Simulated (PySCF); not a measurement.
Fine-structure interval of I by level of theory

I [Kr] 4d10 5s2 5p5 [5p1/2^2 5p3/2^3, M_J = 3/2] → I [Kr] 4d10 5s2 5p5 [5p1/2^1 5p3/2^4, M_J = 1/2], as a difference of total energies. All numbers are calculated (PySCF 2.14, the two-component X2C-1e Hamiltonian, in x2c-SVPall-2c). Correlated levels: [Ar] 3d10 frozen; the 6 highest virtual spinors dropped. "Screened" scales the spin-orbit matrix elements by Boettger's factors to mimic the two-electron term; Breit and QED terms are absent.

```csv
method,fine-structure interval (cm⁻¹),error (cm⁻¹)
GHF (screened spin-orbit),7391.2,-212
GMP2 (screened spin-orbit),7656.8,+54
GHF (bare spin-orbit),7697.1,+94
```

Reference: 7603.1 cm⁻¹ (measured; NIST Handbook of Basic Atomic Spectroscopic Data (Sansonetti and Martin, J. Phys. Chem. Ref. Data 34, 1559 (2005))).

Errors of the correlated levels include the incompleteness of this basis and the frozen core.
